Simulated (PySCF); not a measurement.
Input of an EPR job (settings, then geometry in Å):

```
{"job": {"kind": "epr", "basis": "pcH-1"}, "charge": 0, "multiplicity": 2}
C     -2.013267    -1.171850    -0.481985
C     -1.662075     0.145040     0.224701
C     -1.393000     1.268237    -0.787512
C     -0.521751    -0.028989     1.121024
C      0.740628    -0.295075     1.202372
C      1.688461    -0.616879     0.049589
C      2.615665     0.553150    -0.243162
F      2.453468    -1.715202     0.404287
H     -1.197719    -1.488781    -1.126949
H     -2.198180    -1.957013     0.246427
H     -2.906191    -1.041172    -1.089647
H     -2.534541     0.442395     0.825161
H     -0.561193     1.004313    -1.436226
H     -1.148644     2.192689    -0.269863
H     -2.275244     1.434882    -1.401853
H      1.252576    -0.307665     2.158773
H      1.131127    -0.917818    -0.844738
H      3.318708     0.282729    -1.028671
H      3.175167     0.816784     0.651469
H      2.030855     1.410905    -0.562891
```

The calculation used UKS B3LYP, pcH-1 on C F H, non-relativistic, mean-field spin-orbit, GIAO (PySCF 2.14.0). One conformer (not necessarily the lowest) at the GFN2-xTB geometry, without solvent, vibrations or thermal averaging. A GFN2-xTB geometry isn't a minimum of the functional, and hyperfine couplings can be far from their values at a DFT geometry.

Output of the driver script. The program numbers atoms from 0.

```
UKS, coarse grid
  cycle   1  E = -373.65902388  |g| = 4.70e-01
  cycle   2  E = -373.61674165  |g| = 6.19e-01
  cycle   3  E = -373.75040455  |g| = 7.44e-02
  cycle   4  E = -373.75205128  |g| = 3.62e-02
  cycle   5  E = -373.75260860  |g| = 8.05e-03
  cycle   6  E = -373.75264602  |g| = 5.56e-03
  cycle   7  E = -373.75266958  |g| = 2.19e-03
  cycle   8  E = -373.75267802  |g| = 1.14e-03
  cycle   9  E = -373.75268072  |g| = 4.60e-04
UKS, final grid
  cycle   1  E = -373.75268972  |g| = 4.70e-04
  cycle   2  E = -373.75268973  |g| = 6.53e-04
  cycle   3  E = -373.75268995  |g| = 1.44e-04
  cycle   4  E = -373.75268998  |g| = 1.05e-04
  cycle   5  E = -373.75269000  |g| = 3.05e-05
  cycle   6  E = -373.75269000  |g| = 6.71e-06
E = -373.75269000 Eh   <S^2> = 0.7586 (exact 0.7500)
g shifts (ppm)      1          2          3
  rmc          -160       -160       -160
  gc             42         22         -0
  oz_so        -459         43        618
  total        -577        -94        458
hyperfine (MHz)  atom isotope    a_iso     a_fc   dipolar eigenvalues
    0   13C      21.88      21.88     -2.66     -2.25      4.91
    1   13C       4.65       4.65     -5.24     -3.46      8.70
    2   13C      23.99      23.99     -2.77     -2.37      5.14
    3   13C     247.13     247.13    -81.87    -61.54    143.42
    4   13C     -18.04     -18.04    -17.79      2.10     15.69
    5   13C      98.48      98.48     -8.67     -7.99     16.65
    6   13C      -3.96      -3.96     -0.61     -0.43      1.04
    7   19F       1.71       1.71    -19.44    -12.91     32.35
    8    1H      -2.17      -2.17     -3.48     -2.23      5.71
    9    1H      -1.30      -1.30     -3.68     -2.34      6.02
   10    1H       5.53       5.53     -2.34     -1.52      3.87
   11    1H      96.57      96.57     -7.17     -5.80     12.98
   12    1H      -2.33      -2.33     -3.58     -2.19      5.78
   13    1H      -1.27      -1.27     -3.71     -2.32      6.03
   14    1H       6.43       6.43     -2.38     -1.52      3.90
   15    1H     124.54     124.54     -6.13     -5.18     11.31
   16    1H      -7.61      -7.61     -5.49     -1.31      6.80
   17    1H       2.82       2.82     -1.11     -0.75      1.85
   18    1H       0.80       0.80     -1.33     -1.02      2.35
   19    1H      -0.50      -0.50     -1.77     -1.28      3.05
```

|g| in the SCF lines is the orbital gradient. In the g block, columns 1 to 3 are the principal axes in rising order; rmc is the relativistic mass correction, gc the gauge correction and oz_so the orbital-Zeeman/spin–orbit term. a_fc is the Fermi-contact part of a_iso, here all of it, since this run has no spin–orbit term in the hyperfine coupling.

Q: Is the state sound, as far as the log shows?

A: The SCF converged after 15 cycles in all, 9 of them on the coarse grid; no stability test was run. ⟨S²⟩ = 0.7586 against the exact 0.7500, so spin contamination is small.

Q: What are the principal g values and g_iso?

A: Adding the total shifts to 2.002319 gives 2.00174, 2.00223, 2.00278; their mean shift is -71 ppm, so g_iso = 2.00225.

Q: Which couplings shape the isotropic spectrum at natural abundance (0.05 mT or more)? Keep the log's numbering.

A: atom 15 (1H, I = 1/2): 124.5 MHz = 4.44 mT in magnitude, a 1:1 doublet; atom 11 (1H, I = 1/2): 96.6 MHz = 3.45 mT in magnitude, a 1:1 doublet; atom 16 (1H, I = 1/2): -7.6 MHz = 0.27 mT in magnitude, a 1:1 doublet; atom 7 (19F, I = 1/2): 1.7 MHz = 0.06 mT in magnitude, a 1:1 doublet. Together 16 lines to first order. 

Q: What are the principal values of the full tensor of atom 7 (19F)?

A: a_iso plus each dipolar eigenvalue: -17.73, -11.20, 34.06 MHz.

The species is `CC(C)/[C]=C\[C@@H](C)F` [radical]. The run used 320 basis functions and 5 iterations of the response equations.

Conformer computed: `[CH3:1][CH:2]([CH3:3])/[C:4]=[CH:5]\[C@@H:6]([CH3:7])[F:8]`: C1–C2–C4–C5 65°, C4–C5–C6–C7 106°.
Labels such as C1 count atoms from 1, the log's own numbers from 0.
